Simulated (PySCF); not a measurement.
# Dipole moment and polarisability of `[H]/N=C(\C)COC=O`

Compound: C₄H₇NO₂.
Numbering: `[H]/[N:3]=[C:2](\[CH3:1])[CH2:4][O:5][CH:6]=[O:7]` (hydrogens: H8, H9, H10 on C1; H11 on N3; H12, H13 on C4; H14 on C6)

Cartesian coordinates in Å at the GFN2-xTB level; atoms count from 1:
```xyz
14
C4H7NO2 angstrom
C      1.8232   -0.0969    0.6082
C      0.6291    0.1736   -0.2628
N      0.4077    1.1899   -0.9633
C     -0.4094   -0.9270   -0.2504
O     -1.6425   -0.5140   -0.8227
C     -2.3339    0.3644   -0.1181
O     -2.0670    0.7723    0.9735
H      1.5330    0.0220    1.6517
H      2.6276    0.6017    0.3885
H      2.1784   -1.1157    0.4676
H      1.1271    1.9078   -0.9345
H     -0.0673   -1.7709   -0.8546
H     -0.5729   -1.2551    0.7832
H     -3.2337    0.6474   -0.6884
```

Level: wB97X-D/def2-SVPD (PySCF), static field, nuclei fixed, core orbitals frozen in the response. The polarisability tensor in these axes (au):

```
x   66.75 -2.67  3.61
y   -2.67 61.21 -2.82
z    3.61 -2.82 57.52
```

Q: Diagonalise the tensor; give its mean and Δα, where Δα² is half the sum of the squared differences of the eigenvalues.

A: Principal values 55.59, 60.42 and 69.47 au; mean 61.83 au = 9.16 Å³ = 10.19 × 10⁻⁴⁰ C²·m²/J; Δα = 12.21 au (20 % of the mean).

Q: What is the dipole moment, and where does it point?

A: (2.48, -1.81, 0.00) D, 3.07 D in size, pointing from the negative to the positive side. Measured along this direction, the outermost atoms are H14 at the negative end and H10 at the positive end.

Q: Molar refractivity from α?

A: Lorentz–Lorenz: R = (4π/3)N_A α = 2.5225 cm³/(mol·Å³) × 9.16 Å³ = 23.1 cm³/mol, in the limit of long wavelengths.

Q: Directions of the eigenvectors, and the extent of the frame along each?

A: Largest value along (0.85, -0.39, 0.35), where the nuclei span 5.70 Å; middle along (0.48, 0.85, -0.22), 3.88 Å; least along (-0.21, 0.36, 0.91), 2.99 Å. The response follows the extents in order.

Q: What would n − 1 = 2πNα be for an ideal gas of these molecules at 400 K and 1 atm, electronic part alone?

A: N = p/kT = 1.8347 × 10¹⁹ cm⁻³, so n − 1 = 2π × N × 9.16 × 10⁻²⁴ cm³ = 1056 × 10⁻⁶ at long wavelengths.

One conformer (not necessarily the lowest) at the GFN2-xTB geometry, without solvent, vibrations or thermal averaging.
